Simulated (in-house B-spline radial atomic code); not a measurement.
Kr³⁺. Computed with a B-spline radial atomic code. Model: all-electron spherical atom, spin shells full or empty, radial basis limit, no spin-orbit coupling: exact exchange with a local potential (Slater, KLI or optimised effective potential, whose far tail is KLI's), no correlation.

Exchange potential has not reached -1/r at the last radius.

The run also made RPA and GW results, which its time includes.

The Slater potential averages the orbital exchange potentials with the orbital densities as weights, KLI adds orbital constants, and the optimised effective potential minimises the exact-exchange energy among local potentials. So their energies lie above Hartree-Fock in the order OEP, KLI, Slater. All fall off as −1/r, unlike LDA and GGA exchange.

Command:
```bash
python run_gw.py task.json out
```
Settings (nuclear radius in fm, other lengths in bohr, energies in hartree):
```
Z                      36
electrons              33
configuration          [Ar] 3d10 4s2 4p3
hamiltonian            x2c
method                 slater
lmax                   9
rms_radius             4.1884
spin_polarised         True
box_radius             14.14
intervals              101
```

Run time, properties included: 16 s on 1 thread of Arm Neoverse N1 (shared host).

Given: hamiltonian one-electron scalar X2C; mean-field start Slater potential.

Computed: energy above Hartree-Fock 281.03 millihartree.

```tsv
radius (bohr)	r times exchange potential up (hartree bohr)	r times exchange potential down (hartree bohr)
0.00139	-0.054917	-0.054921
0.00172	-0.067866	-0.06787
0.00214	-0.084268	-0.084274
0.00265	-0.10406	-0.10406
0.00329	-0.12866	-0.12867
0.00407	?	?
0.00505	-0.19472	-0.19473
0.00627	-0.23892	-0.23893
0.00777	-0.29125	-0.29127
0.00964	-0.35316	-0.35317
0.012	-0.42575	-0.42576
0.0148	-0.50369	-0.5037
0.0184	-0.59111	-0.59111
0.0228	-0.67944	-0.67944
0.0283	?	?
0.0351	-0.83353	-0.83353
0.0435	-0.87654	-0.87647
0.0539	-0.88845	-0.88788
0.0669	-0.89851	-0.89673
0.083	-0.96502	-0.96208
0.103	-1.0989	-1.0957
0.128	-1.254	-1.2514
0.158	-1.3686	-1.3671
0.196	-1.3996	-1.4
0.243	-1.3334	-1.3341
0.302	-1.3344	-1.3259
0.374	-1.5161	-1.4998
0.464	-1.7255	-1.7103
0.576	-1.8264	-1.8192
0.714	-1.7653	-1.7758
0.886	-1.5404	-1.5768
1.1	-1.3688	-1.2678
1.36	-1.4114	-1.0586
1.69	-1.4689	-1.0041
2.1	-1.4429	-1.0007
2.6	-1.3555	-1.0011
3.22	-1.2546	-1.0006
```

What belongs in the row 0.00407?

r times exchange potential up (hartree bohr): -0.15824; r times exchange potential down (hartree bohr): -0.15825.

What belongs in the row 0.0283?

r times exchange potential up (hartree bohr): -0.76389; r times exchange potential down (hartree bohr): -0.76389.

```tsv
occupied	level (hartree)	Hartree-Fock level (hartree)
1s up	-527.34	-530.89
1s down	?	?
2s up	-71.941	-73.55
2s down	-71.929	-73.538
2p up	?	?
2p down	-64.188	-64.997
3s up	-12.041	-12.717
3s down	-12.024	-12.679
3p up	-9.5198	-9.9083
3p down	-9.502	-9.8572
3d up	-5.2849	-5.2354
3d down	-5.2654	-5.2092
4s up	-2.5727	-2.6276
4s down	-2.3977	-2.2355
4p up	-1.9693	-1.8805
```

What belongs in the row 1s down?

level (hartree): -527.33; Hartree-Fock level (hartree): -530.87.

What belongs in the row 2p up?

level (hartree): -64.203; Hartree-Fock level (hartree): -65.022.

| empty | level (hartree) |
| --- | --- |
| 4p down | -1.7809 |
| 4d up | -1.1409 |
| 5s up | -1.0175 |
| 4d down | ? |
| 5s down | -0.93334 |
| 5p up | -0.8371 |
| 5p down | -0.77033 |

What belongs in the row 4d down?

level (hartree): -0.97198.

The highest level, 4p up, differs from Hartree-Fock by -2.4 eV and the deepest, 1s up, by +96.6 eV: the Slater potential lacks the response part and is deeper than the optimised one throughout, so the top level comes too deep.
